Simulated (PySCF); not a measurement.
Computed shifts of a molecule C₄H₁₂Si₂, PBE/pcSseg-1 (PySCF), GIAO, gas phase, atoms alike by connectivity averaged where their shifts nearly agree, in ppm (number of nuclei): ¹³C: 29.6 (1), 16.7 (2), -7.9 (1). ²⁹Si: -39.4 (2). ¹H: 4.78 (2), 4.56 (2), 2.63 (1), 1.90 (1), 1.19 (2), 0.91 (2), 0.26 (2). References: ¹³C against TMS (σ = 182.0 ppm); ²⁹Si against TMS (σ = 335.4 ppm); ¹H against TMS (σ = 31.49 ppm), references at their B3LYP-D3(BJ)/def2-TZVP geometries, non-relativistic. The structure is a stationary point at ωB97X-D3(BJ)/def2-SVP. The values are those of a single conformer.

Task: Identify the compound among the candidates.
A) C[C@H]1C[SiH2]C[SiH2]1
B) C1C[SiH2]C[SiH2]C1
C) C=C[C@@H]([SiH3])[SiH2]C
D) CC[SiH2]/C=C/[SiH3]

Result: B, C1C[SiH2]C[SiH2]C1
